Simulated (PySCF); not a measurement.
# Two-component Hartree-Fock for Si⁵⁺ (silicon, charge +5)

Start: [He] 2s2 2p5; 2p1/2 filled at m_j = +1/2; 2p3/2 filled at m_j = -3/2, -1/2, +1/2, +3/2. Calculated with PySCF 2.14 in an even-tempered Gaussian basis (19 s from 0.45 bohr⁻², ratio 2.4; 12 p from 0.58 bohr⁻², ratio 2.4; 5 d from 4.7 bohr⁻², ratio 2.6; 5 f from 7 bohr⁻², ratio 2.6): generalised Hartree-Fock with the X2C-1e Hamiltonian and a Gaussian nucleus; one run each with spin-orbit coupling (SO) screened by Boettger's factors, then bare. This is a chosen level, not necessarily the ground level.

| spinor shell | electrons | ε, screened SO (eV) | ε, bare SO (eV) | weight of nominal j (bare SO) | rms radius, bare SO (bohr) |
| --- | --- | --- | --- | --- | --- |
| 1s1/2 | 2 | -1982.3 | -1982.3 | 1.000 | 0.129 |
| 2s1/2 | 2 | -256.74 | -256.75 | 1.000 | 0.593 |
| 2p1/2 | 1 | -212.03 | -212.10 | 0.978 | 0.560 |
| 2p3/2 | 4 | -208.53 | -208.50 | 0.991 | 0.564 |

| quantity | screened SO | bare SO |
| --- | --- | --- |
| E (hartree) | -279.68930 | -279.68667 |
| M_J | 1/2 | 1/2 |
| ⟨J²⟩ | 0.801 | 0.787 |
| ⟨L²⟩ | 2.002 | 2.002 |
| ⟨S²⟩ | 0.751 | 0.751 |

Each row is a mean over spinors that exchange with the open shell spreads, by up to 5.092 eV (2s1/2).
